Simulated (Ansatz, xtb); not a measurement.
A geometry optimisation of H6O2Si2+ with r2SCAN-D4/def2-SVP

The starting geometry of this gas-phase doublet was built from a drawn formula by distance geometry and a force field; its bonds are those of `O[Si]([OH2+])[SiH3]`.

```xyz
10

O     1.8790   -0.9575    0.7419
O     2.9498   -0.9739   -1.6756
Si    1.7566   -0.2480   -0.7522
Si   -0.3647   -0.8164   -1.7257
H     1.2513   -0.7336    1.4466
H     3.7435   -1.0477   -1.0513
H     2.6322   -1.8789   -1.9461
H    -0.1920   -2.2447   -2.1296
H    -0.5642   -0.0089   -2.9216
H    -1.4432   -0.5993   -0.7304
```

Predict what becomes of its bonds when it is optimised with r2SCAN-D4/def2-SVP.

It keeps its bonds, and is `O[Si]([OH2+])[SiH3]`. Distances that change by over a tenth: O2–Si3 (1.67 → 1.91 Å).

The energy falls by 0.89 eV over 30 steps:

```json
{"step": "1", "E − E(last) (eV)": "0.893"}
{"step": "4", "E − E(last) (eV)": "0.090"}
{"step": "7", "E − E(last) (eV)": "0.076"}
{"step": "11", "E − E(last) (eV)": "0.069"}
{"step": "14", "E − E(last) (eV)": "0.053"}
{"step": "17", "E − E(last) (eV)": "0.017"}
{"step": "20", "E − E(last) (eV)": "0.005"}
{"step": "24", "E − E(last) (eV)": "0.000"}
{"step": "27", "E − E(last) (eV)": "0.000"}
{"step": "30", "E − E(last) (eV)": "0.000"}
```

Final geometry (Å):

```xyz
10

O     1.8923   -1.0252    0.7391
O     2.8409   -1.1142   -1.5647
Si    1.4763   -0.1781   -0.6090
Si   -0.5049   -0.9122   -1.7503
H     1.6799   -0.7755    1.6496
H     3.4659   -1.6240   -1.0100
H     3.2766   -0.8072   -2.3810
H    -0.5013   -2.3985   -1.6616
H    -0.3530   -0.4056   -3.1403
H    -1.6245   -0.2681   -1.0158
```

From the same start GFN2-xTB reaches the same bonding as this run.

No frequencies were run, so the end isn't proven a minimum. Open shells are spin-unrestricted. Run with Ansatz 0.2.0, 100 s on 2 threads of Intel(R) Xeon(R) 6975P-C (Granite Rapids) (shared host).
